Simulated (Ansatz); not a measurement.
Gas-phase electronic energies from Ansatz, PBE0-D4/def2-TZVP geometries. CBS: MP2 limit from def2 TZ/QZ plus the TZ coupled-cluster correction, frozen cores. This one scheme is used for every species. DFT in def2-TZVPP. B3LYP here is the variant with VWN-RPA as its local correlation; programs differ in this. Triplets are unrestricted, without spin–orbit coupling. Each species was taken in one conformer, which may not be the lowest.

`CN[SiH2]S` → `[CH2]` (triplet) + `N[SiH2]S`  (formal loss of a carbene)

| level | ΔE (kJ/mol) | difference from CCSD(T)/CBS |
| --- | --- | --- |
| r2SCAN-D4 | 372.4 | -22.4 |
| PBE0-D4 | 394.7 | -0.1 |
| BLYP | 378.1 | -16.7 |
| r2SCAN | 370.5 | -24.3 |
| B3LYP | 381.1 | -13.7 |
| r2SCANh | 368.7 | -26.1 |
| RPA@PBE/def2-TZVPP | 382.2 | -12.6 |
| MP2/def2-SVP | 393.7 | -1.1 |
| CCSD/def2-SVP | 379.3 | -15.5 |
| CCSD(T)/def2-TZVPP | 385.2 | -9.6 |
| CCSD(T)/CBS | 394.8 | 0 |

Largest T1 diagnostic among the species: 0.011.

The D4 term adds +10.2 kJ/mol with B3LYP and +5.5 kJ/mol with PBE0; it sums over pairs of atoms, weighted by their polarisabilities, and B3LYP, whose exchange is more repulsive, gets the larger term. From PBE to PBE0 (25 % exact exchange), in def2-TZVPP and without D4, ΔE moves by −8.4 kJ/mol. At CCSD(T), def2-SVP lies −7.1 kJ/mol from the extrapolated value and def2-TZVPP −9.6 kJ/mol.

CCSD(T)/CBS has its own doubt, a few kJ/mol and more with outer-core shells, so smaller differences from it don't rank the levels.
